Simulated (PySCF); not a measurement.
# Towards the basis-set limit for PbI

State: ²Π, doublet, unpaired electrons π ↑. De refers to Pb + I. ROHF-based CCSD(T) in PySCF 2.14 with Pb cc-pwCVDZ-PP with ECP60, I aug-cc-pVDZ-PP with ECP28 and Pb cc-pwCVTZ-PP with ECP60, I aug-cc-pVTZ-PP with ECP28 (frozen core orbitals: 13; scalar-relativistic core potentials). Correlation energies are extrapolated as n⁻³ (n = 2, 3), Hartree–Fock as (n+1)·exp(−9√n).

| Level | Re (Å) | ωe (cm⁻¹) | ωexe (cm⁻¹) | αe (cm⁻¹) | De (eV) |
| --- | --- | --- | --- | --- | --- |
| CCSD(T)/DZ | 2.8605 | 156.7 | 0.257 | 6.1e-05 | 2.629 |
| CCSD(T)/TZ | 2.8148 | 165.0 | 0.274 | 6.2e-05 | 2.816 |
| HF/CBS | 2.8498 | 158.1 | 0.258 | 6.09e-05 | 1.937 |
| MP2/CBS | 2.7824 | 172.4 | 0.274 | 6.11e-05 | 2.959 |
| CCSD/CBS | 2.8030 | 167.7 | 0.276 | 6.19e-05 | 2.729 |
| CCSD(T)/CBS | 2.8030 | 167.6 | 0.279 | 6.22e-05 | 2.881 |

How much is left between CCSD(T)/TZ and the basis-set limit, and how much do the triples give at the limit?

CCSD(T)/CBS less CCSD(T)/TZ: -11.8 mÅ in Re, +2.6 cm⁻¹ in ωe and +0.065 eV in De. CCSD(T)/CBS less CCSD/CBS: +0.0 mÅ in Re, -0.1 cm⁻¹ in ωe and +0.152 eV in De.

The T1 diagnostic is 0.017. The state was picked by a PBE0 search and need not be the measured ground state. Spin–orbit coupling, excitations beyond (T) and corrections to the Born–Oppenheimer picture are left out, and spin–orbit coupling matters for open p, d or f shells this heavy.

The whole job (state search and all basis sets along the bond) took about 27 min on 4 threads of Arm Neoverse V2 (shared host), peak memory 11 GiB.
